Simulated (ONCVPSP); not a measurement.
## u(r) = r·R(r): atom against pseudo-atom (tellurium (Te))

Columns: radius, all-electron u(r) and pseudo u(r) of the 4s shell (level -164.00 eV) of tellurium in the configuration [Ar] 3d10 4s2 4p6 4d10 5s2 5p4; LDA (Perdew-Wang 92), scalar-relativistic, ONCV scheme, ONCVPSP 4.0.1.

| r (bohr) | all-electron | pseudo |
| --- | --- | --- |
| 0.072 | 0.4917 | 0.1455 |
| 0.145 | -0.0821 | 0.2977 |
| 0.217 | -0.7166 | 0.4548 |
| 0.290 | -0.6492 | 0.6197 |
| 0.362 | -0.1593 | 0.7819 |
| 0.435 | 0.4195 | 0.9354 |
| 0.507 | 0.8835 | 1.0639 |
| 0.580 | 1.1847 | 1.1594 |
| 0.652 | 1.3236 | 1.2107 |
| 0.725 | 1.3419 | 1.2164 |
| 0.798 | 1.2774 | 1.1773 |
| 0.870 | 1.1666 | 1.1016 |
| 0.942 | 1.0338 | 0.9989 |
| 1.015 | 0.8939 | 0.8789 |
| 1.088 | 0.7594 | 0.7545 |
| 1.160 | 0.6381 | 0.6369 |
| 1.232 | 0.5304 | 0.5301 |
| 1.305 | 0.4359 | 0.4357 |
| 1.378 | 0.3556 | 0.3555 |
| 1.450 | 0.2892 | 0.2891 |
| 1.522 | 0.2341 | 0.2340 |
| 1.595 | 0.1881 | 0.1881 |
| 1.668 | 0.1507 | 0.1506 |
| 1.740 | 0.1206 | 0.1206 |
| 1.812 | 0.0963 | 0.0963 |
| 1.885 | 0.0765 | 0.0765 |

**Question.** How many radial nodes do the two functions have?

**Answer.** The all-electron 4s function has n − l − 1 = 3 (the table is too coarse to show those close to the nucleus); the pseudo-wave has 0, since the states of the same l below it are removed with the core.

**Question.** At about which radius was the pseudo-wave matched?

**Answer.** 1.40 bohr. The columns agree to 0.0005 from 1.23 bohr on; several derivatives are matched, so the curves merge somewhat inside the radius.

**Question.** Where does each function peak?

**Answer.** Outermost all-electron maximum near 0.72 bohr, pseudo maximum near 0.72 bohr (to the table’s step).

**Question.** Is the pseudo-wave norm-conserving?

**Answer.** Yes: the ONCV scheme keeps the norm inside the radius equal to the all-electron one, which fixes the energy derivative of the logarithmic derivative at the level.
